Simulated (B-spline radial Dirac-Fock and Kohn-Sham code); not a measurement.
Core and valence levels of Au³⁴⁺

System: Au³⁴⁺, 1s2 2s2 2p6 3s2 3p6 3d10 4s2 4p6 4d9; nuclear rms radius 5.4371 fm (A = 197).

Method: multi-electron Dirac-Fock with separately optimised hole states, Breit and Lamb-shift corrections added in first order. Computed with a radial finite-basis atomic code. The model has no electron correlation. Energies are counted from the vacuum level. Subshells whose hole state is unreliable or did not converge are left out.

All terms are in eV, carry their sign (relaxation lowers the binding energy) and add up to the binding energy; ⟨r⟩ is the mean radius of the orbital in the initial state.

```tsv
subshell	−ε (Koopmans)	relaxation	Breit	QED	binding energy	⟨r⟩ (bohr)
K (1s)	82598.9	-67.86	-285.87	-150.21	82095.0	0.017
L1 (2s)	15832.8	-30.76	-33.48	-22.67	15745.9	0.070
L2 (2p1/2)	15207.4	-35.60	-54.95	-0.39	15116.5	0.058
L3 (2p3/2)	13370.3	-31.85	-32.67	-2.42	13303.4	0.067
M1 (3s)	4827.8	-9.59	-6.59	-5.34	4806.3	0.182
M2 (3p1/2)	4550.1	-10.55	-10.93	-0.22	4528.4	0.172
M3 (3p3/2)	4133.7	-9.23	-6.17	-0.62	4117.7	0.187
M4 (3d3/2)	3681.3	-11.43	-4.85	0.41	3665.4	0.164
N1 (4s)	2001.4	-1.68	-1.86	-1.56	?	0.381
N2 (4p1/2)	1878.1	-1.77	-3.02	-0.06	1873.2	0.380
N3 (4p3/2)	1757.0	-1.51	-1.65	-0.18	1753.7	0.404
N4,5 (4d)	1542.6	-1.59	-0.92	0.07	1540.2	0.404
```

Question: Which binding energy belongs in the row of N1 (4s)?

Answer: 1996.3 eV, the sum of the terms in that row (to rounding).

For the deepest level, K (1s), the Breit terms make up -0.348 % of the binding energy, QED -0.183 % and orbital relaxation -0.083 %.

Spin-orbit splittings: 2p 1813.1 eV, 3p 410.7 eV, 4p 119.5 eV.

Going to the tabulated ground configuration of the next ion removes an electron from N4,5 (4d), computed at 1540.2 eV. NIST lists 1527 ± 5 eV as the ionisation energy of this species (theoretical), -13.21 eV from the computed value. Where a p, d or f shell is open in either ion the computed value averages over both j values and all terms, while the table refers to the lowest levels; that difference holds spin-orbit splitting (largest in heavy or highly charged ions), term energies where several electrons share open shells, and correlation, and it can reach 10 % or more.
